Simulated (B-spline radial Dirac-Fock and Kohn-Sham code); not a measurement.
**Muonic X-ray lines of ¹⁹⁶Pt**

Nucleus: ¹⁹⁶Pt, Fermi distribution (skin thickness 2.3 fm), rms radius 5.4307 fm (measured, Angeli and Marinova 2013).

The computed values come from a radial finite-basis atomic code: the Dirac equation of a negative muon with reduced mass in the field of a spherical finite nucleus, with the Uehling potential to all orders; nuclear polarisation, deformation, hyperfine structure, self-energy, higher-order vacuum polarisation, relativistic recoil and electron screening are left out.

| transition | energy (keV) | point nucleus, no QED (keV) |
| --- | --- | --- |
| 2p3/2 → 1s1/2 | 5682 | 14410 |
| 2p1/2 → 1s1/2 | 5518 | 13970 |
| 3p3/2 → 1s1/2 | 7995 | 16820 |
| 3d5/2 → 2p3/2 | 2286 | 2449 |
| 3d3/2 → 2p1/2 | 2414 | 2849 |
| 4f7/2 → 3d5/2 | 847.9 | 843.5 |
| 4f5/2 → 3d3/2 | 875.5 | 872.3 |
| 5g9/2 → 4f7/2 | 390.0 | 388.1 |
| 6h11/2 → 5g9/2 | 211.0 | 210.2 |

The 2p fine-structure splitting is 163.7 keV, and 2s lies 1067 keV above 2p1/2.
